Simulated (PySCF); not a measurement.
CH3F5Si2, SMILES F[SiH](C[Si](F)(F)F)F. Atoms are numbered in the order given.

```xyz
11

Si    -1.7423     0.1814     0.1022
F     -1.3700     1.6045    -0.5706
F     -3.0476    -0.3803    -0.6689
C     -0.3214    -0.9862    -0.1917
Si     1.3375    -0.2715     0.1634
F      2.3813    -1.3843     0.6654
F      1.2266     0.8291     1.3326
F      1.9759     0.4414    -1.1227
H     -2.0857     0.3853     1.5206
H     -0.4650    -1.8844     0.4336
H     -0.3489    -1.3140    -1.2452
```
Charge 0, spin multiplicity 1.

Coordinates come from a B3LYP-D3(BJ)/def2-SVP optimisation. The structure was generated by enumeration, and PubChem lists no compound with its InChIKey, so it may never have been made. The values are those of a single conformer.

Two levels are set side by side: PBE/pcSseg-1 (PySCF) and B3LYP/pcSseg-1 (PySCF). GIAO shifts against CFCl3 (¹⁹F), TMS (²⁹Si), TMS (¹H), TMS (¹³C) at the same level; non-relativistic, no solvent, atoms listed together averaged. Differences are taken from unrounded values.

| quantity | B3LYP | PBE | PBE minus B3LYP |
|---|---|---|---|
| δ(²⁹Si) of Si1 (ppm) | -10.0 | -3.0 | 6.9 |
| δ(¹³C) of C4 (ppm) | -0.3 | 1.4 | 1.8 |
| δ(²⁹Si) of Si5 (ppm) | -53.6 | -47.3 | 6.3 |
| δ(¹H) of H9 (ppm) | 5.24 | 5.55 | 0.31 |

Rough cost on one machine, each run with all the roots and properties that it gave: B3LYP against PBE within a factor of 2.
